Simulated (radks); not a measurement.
Spherical quantum dot in the effective-mass picture: electrons in a parabolic well V = omega^2 r^2 / 2 with omega = 0.0861, all in effective atomic units (hartree* = m*/eps^2 hartree, bohr* = eps/m* bohr), one dielectric constant everywhere. Method: non-relativistic Kohn-Sham, LDA (Slater exchange, Perdew-Wang correlation), spin-polarised, spherical densities; computed with a radial shooting solver with Libxc functionals. Levels are named by radial order and angular momentum (1s, 1p, 1d, 2s, ...), and open shells are averaged over m. Results are scaled to m* = 0.097 and eps = 11.4, for which hartree* = 20.31 meV and bohr* = 6.219 nm. Each electron was tried in the lowest free levels, single moves between levels near the top were tried too, and the lowest total energy was kept; such a search can miss a lower state. At N = 1 the Hartree and exchange-correlation terms need not cancel, so that row can carry a self-interaction error.

N                         open shells  2S  mu = E(N) - E(N-1) (meV)  addition energy mu(N+1) - mu(N) (meV)  e(HOMO) (meV)  rms radius (nm)
1                    1s(up 1, down 0)   1                    2.6804                                  3.667         4.2918            26.43
2                                none   0                    6.3471                                  3.777         7.7519            31.17
3                    1p(up 1, down 0)   1                    10.124                                  2.327         11.296            36.19
4                    1p(up 2, down 0)   2                    12.451                                  2.251         13.592            39.61
5                    1p(up 3, down 0)   3                    14.702                                  2.531         15.796            42.38
6                    1p(up 3, down 1)   2                    17.232                                  1.974         18.226            44.93
7                    1p(up 3, down 2)   1                    19.207                                  1.930         20.180            47.16
8                                none   0                    21.137                                  2.587         22.085            49.16
9                    1d(up 1, down 0)   1                    23.724                                  1.747         24.603            51.26
10                   1d(up 2, down 0)   2                    25.471                                  1.712         26.333            53.13
11                   1d(up 3, down 0)   3                    27.183                                  1.678         28.027            54.86
12                   1d(up 4, down 0)   4                    28.860                                  1.644         29.688            56.45
13                   1d(up 5, down 0)   5                    30.504                                  1.895         31.316            57.95
14                   1d(up 5, down 1)   4                    32.399                                  1.547         33.176            59.40
15                   1d(up 5, down 2)   3                    33.946                                  1.525         34.712            60.77
16                   1d(up 5, down 3)   2                    35.471                                  1.503         36.226            62.07
17                   1d(up 5, down 4)   1                    36.973                                  1.481         37.717            63.31
18                               none   0                    38.454                                  1.665         39.187            64.50
19                   2s(up 1, down 0)   1                    40.119                                  1.655         40.853            65.67
20                               none   0                    41.774                                  1.513         42.492            66.81
21                   1f(up 1, down 0)   1                    43.287                                  1.371         43.975            67.93
22                   1f(up 2, down 0)   2                    44.658                                  1.355         45.338            69.01
23                   1f(up 3, down 0)   3                    46.013                                  1.340         46.686            70.05
24                   1f(up 4, down 0)   4                    47.353                                  1.326         48.019            71.06
25                   1f(up 5, down 0)   5                    48.679                                  1.311         49.337            72.03
26                   1f(up 6, down 0)   6                    49.990                                  1.297         50.641            72.98
27                   1f(up 7, down 0)   7                    51.287                                  1.497         51.932            73.90
28                   1f(up 7, down 1)   6                    52.785                                  1.257         53.415            74.81
29                   1f(up 7, down 2)   5                    54.042                                  1.246         54.666            75.69
30                   1f(up 7, down 3)   4                    55.288                                  1.235         55.907            76.55
31                   1f(up 7, down 4)   3                    56.523                                  1.224         57.137            77.38
32                   1f(up 7, down 5)   2                    57.747                                  1.214         58.356            78.20
33                   1f(up 7, down 6)   1                    58.961                                  1.204         59.564            79.00
34                               none   0                    60.165                                  1.458         60.763            79.79
35                   2p(up 1, down 0)   1                    61.623                                  1.189         62.218            80.57
36                   2p(up 2, down 0)   2                    62.812                                  1.185         63.406            81.33
37                   2p(up 3, down 0)   3                    63.998                                  1.296         64.589            82.08
38  2p(up 3, down 0) 1g(up 1, down 0)   4                    65.294                                  1.143         65.867            82.83
39  2p(up 3, down 0) 1g(up 2, down 0)   5                    66.437                                      -         67.006            83.56

All shells are closed at N = 2, 8, 18, 20, 34 (there: 1s2 1p6 1d10 2s2 1f14); the second difference of the energy has clear peaks (12 % above both neighbours; the first and last values, which can be the largest, are not judged, and half-filled shells can peak too) at N = 5, 8, 13, 27, 34.
